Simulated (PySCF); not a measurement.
Ge(H)2(F)(Me) (CH5FGe), SMILES [F][GeH2][CH3]. Coordinates come from a r2SCAN-D4/def2-SVP optimisation.

Level of theory: r2SCAN-D4/def2-SVP (PySCF).

Harmonic wavenumbers (cm⁻¹): 115, 192, 453, 615, 663, 699, 728, 849, 859, 877, 1247, 1427, 1432, 2151, 2158, 3048, 3160, 3170. Rotational constants (GHz): 13.35, 6.135, 4.574; symmetry number 1.

Question: Work out the zero-point energy and the ideal-gas rigid-rotor harmonic-oscillator thermochemistry at 298.15 K and 1 atm.

Answer: ZPE = ½ Σ hcν = ½ × 23844 cm⁻¹ = 34.09 kcal/mol. H − E(el) = 37.87 kcal/mol. Entropy in cal/(mol K): translation 39.97, rotation 24.27, vibration 8.09, total 72.32. G − E(el) = 16.31 kcal/mol. Cp = 18.65 cal/(mol K). Modes under 150 cm⁻¹ make the vibrational entropy uncertain.
